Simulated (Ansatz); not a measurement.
Saddle point of GeH4BrCl, singlet (GeH₃Cl ([Cl][GeH3]) + HBr → GeH₃Br ([GeH3][Br]) + HCl; bonds formed: Ge1–Br7, Cl2–H6; bonds broken: Ge1–Cl2, H6–Br7), PBE0-D4/def2-TZVP structure:

```xyz
7
angstrom
Ge -0.6658 0.3264 -0.2783
Cl 0.2848 -1.6586 1.0314
H -0.4561 0.8783 -1.6921
H -0.8049 1.3396 0.8513
H -1.8677 -0.6304 -0.3598
H 1.4428 -0.8271 0.6562
Br 2.0668 0.5718 -0.2087
```

Energies are electronic, without zero-point energy. Barriers and step energies count from the start structure reached by relaxing down the imaginary mode; all methods use the PBE0-D4 structures, on which another method's saddle can fall below an end. Computed with Ansatz 0.2.0 (basis: def2-TZVPP, with def2-QZVPP for the basis limit); correlated methods freeze the cores. Filled d shells of the heavier atoms are correlated. The def2 sets are not built for correlating such inner shells, so the correlated values are less sure here. B3LYP uses VWN-RPA correlation. Extrapolation: Hartree–Fock as exp(−7.88 √X), correlation as X^−2.97.

| method | barrier (kJ/mol) | step energy (kJ/mol) |
| --- | --- | --- |
| SPW92 | 85.5 | -9.9 |
| PBE-D4 | ? | -10.7 |
| BLYP-D4 | 115.4 | -8.9 |
| r2SCAN-D4 | 119.1 | -9.9 |
| B97M-V | 140.3 | -6.1 |
| PBE0-D4 | 124.0 | -11.4 |
| B3LYP-D4 | 131.3 | -9.6 |
| r2SCAN0-D4 | ? | -10.9 |
| BHLYP-D4 | 153.1 | -10.4 |
| CAM-B3LYP-D4 | 146.3 | -8.3 |
| wB97X-V | 148.8 | -9.2 |
| wB97M-V | 141.4 | -9.8 |
| B2PLYP | 142.9 | -9.4 |
| PBE-QIDH | 141.7 | -11.3 |
| RPA on PBE | ? | -8.8 |
| HF | 201.4 | -9.5 |
| MP2 | 146.5 | -10.8 |
| CCSD | 164.6 | -10.2 |
| CCSD(T) | 153.4 | -10.1 |

(1) Fill in the withheld barriers. (Judge from chemistry; the value comes from the calculation.)

The T1 diagnostic stays at or below 0.011.

Answers

(1) Computed: r2SCAN0-D4 132.8; PBE-D4 104.0; RPA on PBE 150.6 kJ/mol. Each is the energy of the saddle less that of the start structure, by the same method.

For comparison, the barrier by CCSD(T) at an estimated basis limit (MP2 extrapolated from triple and quadruple zeta, plus CCSD(T) − MP2 in triple zeta) is 147.0 kJ/mol.

Labels in which every atom is bracketed show which atoms are joined, not bond orders.

For scale, one of the runs: CCSD(T)/def2-TZVPP, 194 basis functions, launched by `ansatz run in.yaml --threads 4 --pin off --events-out ev --progress --plain --max-ram 9574MiB`. Hardware: 4 CPU threads of an Arm Neoverse V1, shared host. Wall time 94 s; peak host memory 2.2 GiB.
